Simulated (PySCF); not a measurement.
All of these have the formula C2H7FOSi2. Computed with TDDFT CAM-B3LYP/def2-SVPD, vertical, gas phase, core orbitals frozen in the response in PySCF. Geometries: GFN2-xTB; one conformer of each isolated species. Triplets are in the Tamm–Dancoff approximation.

A. `C=C[Si@@H](F)O[SiH3]`
B. `F[Si@H]1CC[SiH2]O1`
C. `C[SiH2][Si@@H](F)C=O`

Lowest singlet levels (six at most, fewer where fewer were computed) with oscillator strengths:

1. 7.51 eV (f 0.018); 7.84 eV (f 0.007); 7.94 eV (f 0.017); 8.18 eV (f 0.002); 8.31 eV (f 0.052); 8.47 eV (f 0.043); T1 7.14 eV
2. 3.17 eV (f 0.002); 5.41 eV (f 0.012); 6.40 eV (f 0.004); 6.50 eV (f 0.108); 6.83 eV (f 0.044); 7.35 eV (f 0.026); T1 2.49 eV
3. 6.59 eV (f 0.007); 7.34 eV (f 0.314); 7.68 eV (f 0.011); 7.79 eV (f 0.026); 7.85 eV (f 0.010); 8.23 eV (f 0.016); T1 4.33 eV

Task: Match each spectrum to its molecule.

Result: 1 = B, 2 = C, 3 = A.
- A: S1 at 6.59 eV, HOMO-1→LUMO (75%), HOMO-3→LUMO (14%); Löwdin shares by element: HOMO carbon 78%, silicon 6% or more (atoms not listed hold the other 16%); LUMO carbon 64%, silicon 13% or more, hydrogen 5% or more (atoms not listed hold the other 18%); HOMO -9.81 and LUMO 0.30 eV.
- B: S1 at 7.51 eV, HOMO→LUMO (73%), HOMO-1→LUMO (11%); Löwdin shares by element: HOMO carbon 45%, silicon 26% (atoms not listed hold the other 29%); LUMO silicon 44%, carbon 8% or more, hydrogen 8% or more (atoms not listed hold the other 40%); HOMO -9.85 and LUMO 1.00 eV.
- C: S1 at 3.17 eV, HOMO→LUMO (94%); Löwdin shares by element: HOMO oxygen 47%, carbon 21% or more, silicon 12% or more, hydrogen 10% or more; LUMO carbon 38% or more, oxygen 32%, silicon 14% or more, hydrogen 6% or more; HOMO -8.59 and LUMO -0.69 eV.
